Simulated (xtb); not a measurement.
BrHOZn, SMILES [OH][Zn][Br]. All values are semi-empirical tight-binding results from xtb (GFN2-xTB unless named), good for trends rather than for accurate numbers. Geometry: GFN2-xTB. Other conformers were not sampled.

Optimised geometry:

Bond lengths (Å): Zn1–Br2 2.218, Zn1–O3 1.702, O3–H4 0.953. Bond angles (°): Br2–Zn1–O3 135.7, Zn1–O3–H4 128.9.

For metal compounds this method's bond lengths and energies can be far off.

The point group as xtb finds it is Cs and the orbital gap is 3.82 eV. The zero-point energy comes out as 7.9 kcal/mol and the G − E(el) at 298.15 K (modified RRHO) is -10.6 kcal/mol.

Task: Give the atomic charges and the Wiberg bond orders between heavy atoms. (An estimate is asked for; the answer gives what the named calculation found.)

Result: charges (e) Zn1 0.32, Br2 -0.11, O3 -0.52, H4 0.32. Bond orders Zn1–Br2 1.04, Zn1–O3 0.99.
